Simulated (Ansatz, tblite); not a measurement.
Cost and result up the ladder for Zn₈Te₇Cl₂ (17 atoms). Charge 0, multiplicity 1. Geometry: PBE-D4/def2-SVP.

```xyz
17

Te   -4.3550   -0.4938   -2.4676
Te   -3.3796   -0.6715    1.7617
Te   -1.4455    2.4234   -0.7968
Te    2.8491    0.6833   -1.0457
Te   -0.2679   -1.9380   -1.0689
Te    4.4139    1.6137    3.2396
Te    2.7953   -2.9601    2.2330
Zn   -2.1664    0.7989   -2.8081
Zn   -3.5991    0.9043   -0.3046
Zn    2.6439    1.3911    1.4496
Zn   -2.8451   -1.6888   -0.6067
Zn   -1.0177    0.0670    0.7223
Zn    0.3915    0.5714   -1.8257
Zn    2.0468   -1.4098    0.3952
Zn    3.7691   -0.7818    2.9556
Cl   -0.3109    0.6950   -4.1453
Cl    0.4776    0.7956    2.3124
```

Ansatz on 2 threads of AMD EPYC 7R13 on a shared host and a share (18 GiB) of an NVIDIA H100 80GB HBM3; xTB runs through tblite on one thread. Times are rough, summed over both states, and most runs start from the orbitals of an earlier one. PBE0-D4/def2-SVP serves as the yardstick here, not as an exact answer. The other state is a triplet.

In the def2 sets Te takes a core potential; there is no spin–orbit coupling. The xTB rows come from tblite. Single mean-field runs in def2-SVP are fitted with def2-universal-jkfit. HOMO above LUMO, or a gap near zero within one spin, warns that the state may not be the lowest or that an electron is smeared out.

xTB has no spin-polarisation term.

| level | functions | wall time | vertical triplet (eV) | difference from PBE0-D4/def2-SVP (eV) | remarks |
| --- | --- | --- | --- | --- | --- |
| GFN1-xTB | 113 | 0.15 s | 2.59 | -0.35 | – |
| GFN2-xTB | 113 | 0.44 s | 2.74 | -0.21 | – |
| PBE-D4/def2-SVP (with forces) | 466 | 22 s | 2.34 | -0.61 | gap within one spin near zero (triplet) |
| PBE0-D4/def2-SVP | 466 | 37 s | 2.94 | 0.00 | – |
